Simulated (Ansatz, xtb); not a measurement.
## Two isomers of C5H9NO

We compare X, `C=CC/C=C(\N)O`, a singlet, with Y, `C=CCCC(N)=O`, a singlet. Both are isolated molecules in the gas phase, relaxed with r2SCAN-D4/def2-SVP, each in the lowest conformer that the search found.

X (Å):

```yaml
atoms:
  - { symbol: C, position_ang: [2.5561, -2.2698, -1.6206] }
  - { symbol: C, position_ang: [1.2373, -2.4058, -1.8212] }
  - { symbol: C, position_ang: [0.2730, -1.2733, -2.0563] }
  - { symbol: C, position_ang: [-0.8046, -1.2000, -1.0027] }
  - { symbol: C, position_ang: [-0.5306, -0.8715, 0.2863] }
  - { symbol: N, position_ang: [0.7193, -0.5617, 0.7755] }
  - { symbol: O, position_ang: [-1.4737, -0.7522, 1.2572] }
  - { symbol: H, position_ang: [3.0363, -1.2839, -1.6668] }
  - { symbol: H, position_ang: [3.2026, -3.1316, -1.4288] }
  - { symbol: H, position_ang: [0.7853, -3.4061, -1.7679] }
  - { symbol: H, position_ang: [-0.2055, -1.4120, -3.0413] }
  - { symbol: H, position_ang: [0.8427, -0.3250, -2.1200] }
  - { symbol: H, position_ang: [-1.8416, -1.4183, -1.2738] }
  - { symbol: H, position_ang: [1.4836, -1.0506, 0.3150] }
  - { symbol: H, position_ang: [0.7761, -0.5898, 1.7884] }
  - { symbol: H, position_ang: [-2.3402, -0.8637, 0.8442] }
```

Y (Å):

```xyz
16

C    -1.3005   -3.8346   -0.2893
C    -0.5889   -2.7906   -0.7295
C     0.0016   -1.7183    0.1307
C    -0.5288   -0.3276   -0.2174
C     0.2321    0.7731    0.5140
N    -0.4610    1.9364    0.6782
O     1.3782    0.6340    0.9043
H    -1.4991   -3.9775    0.7793
H    -1.7007   -4.5861   -0.9762
H    -0.4152   -2.6862   -1.8111
H     1.0993   -1.6861    0.0122
H    -0.1866   -1.9342    1.1961
H    -1.6125   -0.2564   -0.0178
H    -0.4057   -0.1398   -1.3014
H    -1.4055    2.0573    0.3387
H     0.0147    2.7233    1.1043
```

Quicker runs give these differences E(Y) − E(X): GFN2-xTB −19.0 kcal/mol; HF/STO-3G −22.4 kcal/mol (at GFN2-xTB geometries); r2SCAN-D4/def2-SVP//GFN2-xTB −24.7 kcal/mol.

Estimate E(Y) − E(X) at the level CCSD(T)/def2-SVP + ΔMP2/def2-TZVPP.

Calculated at CCSD(T)/def2-SVP + ΔMP2/def2-TZVPP: E(Y) − E(X) = −22.5 kcal/mol, so structure Y lies lower.

The same difference at several levels:

| level | geometry | E(Y) − E(X) (kcal/mol) | departure from the last row (kcal/mol) | job, with rough time for the two |
| --- | --- | --- | --- | --- |
| GFN2-xTB | GFN2-xTB | −19.0 | +3.5 | optimisation, 0.22 s |
| HF/STO-3G | GFN2-xTB | −22.4 | +0.1 | single point, 0.5 s |
| r2SCAN-D4/def2-SVP//GFN2-xTB | GFN2-xTB | −24.7 | −2.2 | single point, 6.9 s |
| r2SCAN-D4/def2-SVP | r2SCAN-D4/def2-SVP | −24.4 | −1.9 | optimisation, 2.4 min |
| HF/def2-SVP | r2SCAN-D4/def2-SVP | −28.1 | −5.6 | part of the CCSD(T) run |
| MP2/def2-SVP | r2SCAN-D4/def2-SVP | −25.9 | −3.4 | part of the CCSD(T) run |
| CCSD(T)/def2-SVP | r2SCAN-D4/def2-SVP | −26.0 | −3.6 | single point |
| CCSD(T)/def2-SVP + ΔMP2/def2-TZVPP | r2SCAN-D4/def2-SVP | −22.5 |  | single point, 2.7 min |

As drawn, Y has 1 C–C, 1 C=O, 1 C–H in place of 1 C=C, 1 C–O, 1 O–H.

The levels shown agree on the order. The largest departure from CCSD(T)/def2-SVP + ΔMP2/def2-TZVPP is that of HF/def2-SVP, 5.6 kcal/mol. The last row adds to CCSD(T) the change of the MP2 difference between the two basis sets, here +3.6 kcal/mol, a large step that makes the value less sure.

With thermal terms from frequencies at re-optimised GFN2-xTB minima (ideal gas, soft modes damped towards free rotors, one conformer each, 298.15 K, 1 atm): on the last row, ΔE + ΔZPE = −22.3, ΔH = −22.2, ΔG = −22.8 kcal/mol.

The correlated steps freeze 7 core orbitals. Codes used: Ansatz 0.2.0, xtb 6.7.1; the last row on 2 threads of Arm Neoverse V2 on a shared host.
